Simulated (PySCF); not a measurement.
PySCF 2.14 output of an unrestricted PBEsol calculation on a single atom or ion in aug-cc-pwCVDZ-PP with ECP28MDF, with a scalar-relativistic core potential:

```
SCF conv_tol = 1e-09
number electrons alpha = 14  beta = 11
    J. P. Perdew, A. Ruzsinszky, G. I. Csonka, O. A. Vydrov, G. E. Scuseria, L. A. Constantin, X. Zhou, and K. Burke.,  Phys. Rev. Lett. 100, 136406 (2008)
    J. P. Perdew, A. Ruzsinszky, G. I. Csonka, O. A. Vydrov, G. E. Scuseria, L. A. Constantin, X. Zhou, and K. Burke.,  Phys. Rev. Lett. 100, 136406 (2008)
cycle= 1 E= -327.692267622751  delta_E= -0.0145  |g|= 0.0451  |ddm|= 1.53
cycle= 2 E= -327.693347856382  delta_E= -0.00108  |g|= 0.0116  |ddm|= 0.29
cycle= 3 E= -327.693488282628  delta_E= -0.00014  |g|= 0.00811  |ddm|= 0.158
cycle= 4 E= -327.693509456071  delta_E= -2.12e-05  |g|= 0.00145  |ddm|= 0.023
cycle= 5 E= -327.693511363758  delta_E= -1.91e-06  |g|= 2.64e-05  |ddm|= 0.0126
cycle= 6 E= -327.693511364109  delta_E= -3.5e-10  |g|= 2.14e-06  |ddm|= 0.000145
converged SCF energy = -327.693511364109  <S^2> = 3.7508052  2S+1 = 4.0004026
```

The run itself started from symmetry-adapted Hartree-Fock orbitals and held the occupation by maximum overlap, on a logarithmic radial grid, so the iterations belong to that start.

**Question.** Which element, charge and spin multiplicity is this?

**Answer.** Xe⁺ (xenon, charge +1), multiplicity 4; the state was [Kr] 4d10 5s1 5p5 6s1, high-spin 4P determinant (an excited configuration).

⟨L²⟩ = 3.68 against 2 for a pure P term, so this real determinant mixes terms. Energies and moments cover only the electrons outside the core potential. The outer electron is Rydberg-like, and this basis confines it to a smaller radius and binds it less than a complete one would. The s, p, d and f populations moved away from the nominal configuration during the SCF.
